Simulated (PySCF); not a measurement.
Compound: C2H6OSSi.
Atom-mapped SMILES: `[SiH3:1][O:2][C@H:3]1[CH2:4][S:5]1` (hydrogens: H6, H7, H8 on Si1; H9 on C3; H10, H11 on C4)

Computed with PySCF, PBE0-D3(BJ)/def2-SVP geometry optimisation, gas phase.

Q: Give the optimised bond lengths and angles.

A: 
| bond | length (Å) | order |
| --- | --- | --- |
| Si1–O2 | 1.682 | single |
| O2–C3 | 1.367 | single |
| C3–C4 | 1.471 | single |
| C4–S5 | 1.817 | single |
| C3–S5 | 1.831 | single |
| Si1–H6, Si1–H7 | 1.488 | single |
| Si1–H8 | 1.496 | single |
| C3–H9 | 1.099 | single |
| C4–H10 | 1.095 | single |
| C4–H11 | 1.095 | single |

Bonds in one row agree within 0.01 Å and their mean is given. Orders are formal, as drawn. A selection of angles:
| angle | degrees |
| --- | --- |
| O2–Si1–H6 | 110.6 |
| O2–Si1–H7 | 105.3 |
| O2–Si1–H8 | 109.8 |
| H6–Si1–H7 | 111.2 |
| H6–Si1–H8 | 109.5 |
| Si1–O2–C3 | 122.9 |
| O2–C3–C4 | 117.5 |
| O2–C3–S5 | 119.5 |
| O2–C3–H9 | 114.4 |
| C4–C3–S5 | 65.7 |
| C4–C3–H9 | 118.2 |
| S5–C3–H9 | 113.1 |
| C3–C4–S5 | 66.7 |
| C3–C4–H10 | 119.1 |
| C3–C4–H11 | 115.6 |
| S5–C4–H10 | 116.0 |
| S5–C4–H11 | 115.4 |
| H10–C4–H11 | 115.3 |
| C3–S5–C4 | 47.6 |

Dihedral angles: Si1–O2–C3–C4 -143° (anticlinal); O2–C3–C4–S5 112° (anticlinal); O2–C3–S5–C4 -109° (anticlinal).

O2 (silyl ether oxygen) is bent (angle 122.9°). S5 (sulfide sulfur) is bent (angle 47.6°). Si1 (oxygen-bound silicon) is distorted tetrahedral (angles from 105.3° to 111.2°). The 3-membered ring C3–C4–S5 has internal angles of 47.6° to 66.7°.

Point group: C1 (no symmetry element, even within 0.4 Å). No frequency check. One conformer, not necessarily the lowest.
